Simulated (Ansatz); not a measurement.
Gas-phase reaction in SMILES: N[Si](Br)(Br)Br → N[Si](Br)Br + Br atom (the Br-Si bond at the site shown breaks; other sites are not compared here)
Geometries: B3LYP-D3(BJ)/def2-TZVP minima from Ansatz (a quantum-chemistry and plane-wave program), one conformer each, not searched for the lowest.
Geometry of the first species:
SMILES: N[Si](Br)(Br)Br
```xyz
7

Si     0.4875     0.0510    -0.1132
Br     0.1283    -0.5338     2.0094
Br    -0.3743    -1.5419    -1.3891
Br    -0.5237     1.9948    -0.4400
N      2.1117     0.2340    -0.5397
H      2.6984    -0.5716    -0.6911
H      2.6299     1.0507    -0.2557
```

Wanted: bond dissociation energy (electronic energy difference), in kcal/mol. Valence correlation only, unless marked. Open shells are spin-unrestricted. No spin-orbit coupling. Frozen are the shells of the preceding noble gas and the d and f shells that filled before the atom's block. No relativistic terms. CBS(X,Y): correlation extrapolated as X^-3; Hartree-Fock from the larger set. [CCSD(T)-MP2]/basis is that difference in the basis named.

| level | program | bond dissociation energy (kcal/mol) | minus last row |
|---|---|---|---|
| HF/STO-3G | Ansatz | 77.6 | -18.4 |
| revPBE/def2-TZVPD | Ansatz | 84.2 | -11.8 |
| BHLYP-D4/def2-TZVPD | Ansatz + dftd4 | 90.1 | -5.9 |
| r2SCAN0/def2-TZVPD | Ansatz | 91.2 | -4.8 |
| HSE06/def2-TZVPD | Ansatz | 91.1 | -4.9 |
| CCSD(T)/6-31G | Ansatz | 57.0 | -39.0 |
| RI-MP2/CBS(def2-TZVPP,def2-QZVPP)+[CCSD(T)-MP2]/def2-TZVPP | Ansatz | 96.0 | 0.0 |
